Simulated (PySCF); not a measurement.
# Radial density of Mo⁺ (molybdenum, charge +1)

PBE0, [Kr] 4d5, high-spin 6S determinant. Calculation: PySCF 2.14, in def2-TZVP with the def2 core potential (28 electrons) (6s4p3d1f, 40 functions); scalar relativity through the core potential. This is the valence pseudo-density: the core potential removes the inner electrons and smooths the orbitals near the nucleus.

```json
{"r (bohr)": "0.0720", "4πr²ρ (e/bohr)": "4.008e-05", "4πr²(ρα − ρβ)": "0.0000"}
{"r (bohr)": "0.121", "4πr²ρ (e/bohr)": "0.0002618", "4πr²(ρα − ρβ)": "0.0000"}
{"r (bohr)": "0.204", "4πr²ρ (e/bohr)": "0.002920", "4πr²(ρα − ρβ)": "0.0007"}
{"r (bohr)": "0.342", "4πr²ρ (e/bohr)": "0.06963", "4πr²(ρα − ρβ)": "0.0159"}
{"r (bohr)": "0.576", "4πr²ρ (e/bohr)": "1.985", "4πr²(ρα − ρβ)": "0.2786"}
{"r (bohr)": "0.969", "4πr²ρ (e/bohr)": "10.71", "4πr²(ρα − ρβ)": "1.9782"}
{"r (bohr)": "1.63", "4πr²ρ (e/bohr)": "6.267", "4πr²(ρα − ρβ)": "2.8294"}
{"r (bohr)": "2.74", "4πr²ρ (e/bohr)": "1.069", "4πr²(ρα − ρβ)": "0.9465"}
{"r (bohr)": "4.61", "4πr²ρ (e/bohr)": "0.07067", "4πr²(ρα − ρβ)": "0.0703"}
{"r (bohr)": "7.76", "4πr²ρ (e/bohr)": "0.0001255", "4πr²(ρα − ρβ)": "0.0001"}
```

Energies and moments cover only the electrons outside the core potential.
